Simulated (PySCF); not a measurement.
How methods differ on the ionisation energy of Xe²⁸⁺

Xe²⁸⁺ [Ar] 3d8 [3d3/2^4 3d5/2^4, M_J = 4] → Xe²⁹⁺ [Ar] 3d7 [3d3/2^4 3d5/2^3, M_J = 9/2], as a difference of total energies. Calculation: PySCF 2.14, in an even-tempered Gaussian basis (16 s from 4.3 bohr⁻², ratio 2.8; 12 p from 5.6 bohr⁻², ratio 2.8; 8 d from 5.6 bohr⁻², ratio 2.8; 3 f from 23 bohr⁻², ratio 3); the two-component X2C-1e Hamiltonian. Correlated levels: [Ne] frozen; the 74 highest virtual spinors dropped. "Screened" scales the spin-orbit matrix elements by Boettger's factors to mimic the two-electron term; Breit and QED terms are absent.

```
                    method  ionisation energy (eV)
           GHF (spin-free)                  1658.2
          GMP2 (spin-free)                  1659.4
 GHF (screened spin-orbit)                  1654.4
GMP2 (screened spin-orbit)                  1655.6
```

Breit and QED terms and the two-electron picture change are absent.

The spin-free rows relax to the high-spin LS determinant and lack the spin-orbit shift.

The labels give the starting determinants; with spin-orbit coupling the two ends relaxed to ⟨J²⟩ = 20.00, ⟨L²⟩ = 12.51, ⟨S²⟩ = 1.89 and ⟨J²⟩ = 24.75, ⟨L²⟩ = 14.14, ⟨S²⟩ = 3.03.

For comparison: 1653 ± 4 eV (theoretical estimate listed by NIST; NIST Atomic Spectra Database, ionization energies).
